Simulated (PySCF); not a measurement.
Field gradients at the hydrogen positions

C₆H₇F₃Si.
Z-matrix (Å and degrees, GFN2-xTB geometry), rows numbered from 1:
```
C 
Si  1  1.8964
C   2  1.8906  1  114.22
C   3  1.3365  2  109.58  1   115.58
C   4  1.4602  3  115.61  2    -0.17
C   5  1.4975  4  118.04  3   179.50
F   6  1.3416  5  113.37  4   178.14
F   6  1.3483  5  112.43  4    57.59
F   6  1.3487  5  112.19  4   -61.51
C   5  1.3374  4  117.41  3    -0.21
H   1  1.0852  2  110.87  3  -168.88
H   1  1.0851  2  110.53  3    71.74
H   1  1.0861  2  111.55  3   -48.41
H   2  1.4659  1  113.75  3  -132.07
H   3  1.0762  2  128.65  1   -64.50
H   4  1.0800  3  125.17  2  -179.91
H  10  1.0759  2  129.51  1    64.42
```

Level: PBE0/pcSseg-1 (PySCF, non-relativistic); Q(2H) = 0.00286 b; rigid geometry, the same for H and D, with no vibrational averaging.

Problem. Rank these positions by the coupling χzz of a deuteron there, largest first.
A. H11 (methyl hydrogen)
B. H17 (vinylic hydrogen)
C. H14 (Si–H hydrogen)

Solution. B (228 kHz), A (219 kHz), C (108 kHz).

Problem. Tabulate Vzz, the asymmetry η and χzz = 234.96 MHz × Q × Vzz for every hydrogen position.

Solution. 
| atom | bonded to | bond length (Å) | Vzz (au) | η | χzz (kHz) |
| --- | --- | --- | --- | --- | --- |
| H11 | C1 | 1.085 | 0.3255 | 0.00 | 219 |
| H12 | C1 | 1.085 | 0.3258 | 0.00 | 219 |
| H13 | C1 | 1.086 | 0.3228 | 0.01 | 217 |
| H14 | Si2 | 1.466 | 0.1611 | 0.00 | 108 |
| H15 | C3 | 1.076 | 0.3422 | 0.02 | 230 |
| H16 | C4 | 1.080 | 0.3247 | 0.06 | 218 |
| H17 | C10 | 1.076 | 0.3388 | 0.01 | 228 |

Problem. Average by the element that carries the hydrogen.

Solution. on C: 222 kHz over 6 positions, mean bond length 1.081 Å; on Si: 108 kHz over 1 position, mean bond length 1.466 Å.

Problem. A static deuteron (I = 1) shows a doublet split by (3/2)χ, (3/4)χ(1 + η) and (3/4)χ(1 − η) with the field along z, y and x of the gradient. What are these for H13?

Solution. With |χ| = 216.9 kHz and η = 0.011: 325, 164 and 161 kHz, to first order and without motion.

Geometry: GFN2-xTB; no solvent, vibrations or thermal averaging. GFN2-xTB bond lengths can be off by several hundredths of an ångström, more for odd bonds, and the gradients follow them. The small basis limits the accuracy of the gradients.
